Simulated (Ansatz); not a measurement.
Reaction: B2O2 (SMILES O=BB=O) → 2 BO (SMILES [B]=O, doublet) (the B-B bond breaks)
Each species at its own B3LYP-D3(BJ)/def2-TZVP minimum (Ansatz, a first-principles code), one conformer.

Total energies in hartree (Ansatz). Radicals and triplets start from unrestricted determinants; spin-orbit coupling is neglected. Correlated methods leave the cores frozen. No relativity. The UHF reference of BO ([B]=O, doublet) is spin-contaminated (<S^2> up to 0.05 over the pure value in the sets run).

```tsv
species	HF/cc-pVTZ	CCSD(T)/cc-pVTZ	HF/cc-pVQZ	CCSD(T)/cc-pVQZ	CCSDT(Q)/cc-pVTZ
1: B2O2 (oxo(oxoboranyl)borane, SMILES O=BB=O)	-199.25524	-199.92451	-199.26974	-199.98300	-199.92713
2: BO (SMILES [B]=O, doublet)	-99.55653	-99.86995	-99.56439	-99.89920	-99.87157
```

### Question
Work out the bond dissociation energy (electronic) in kcal/mol: take Hartree-Fock from cc-pVQZ, extrapolate the CCSD(T) correlation energy as X^-3 (X = 3, 4), and add CCSDT(Q) - CCSD(T) in cc-pVTZ. 1 hartree = 627.51 kcal/mol.

### Answer

Species 1: correlation (64·(-0.71326) - 27·(-0.66927))/37 = -0.74536; step -0.00262; E1 = -199.26974 + (-0.74536) + (-0.00262) = -200.01772
Species 2: correlation (64·(-0.33481) - 27·(-0.31342))/37 = -0.35042; step -0.00162; E2 = -99.56439 + (-0.35042) + (-0.00162) = -99.91643
-1·E1 +2·E2 = 0.18486 hartree = 116.0 kcal/mol.
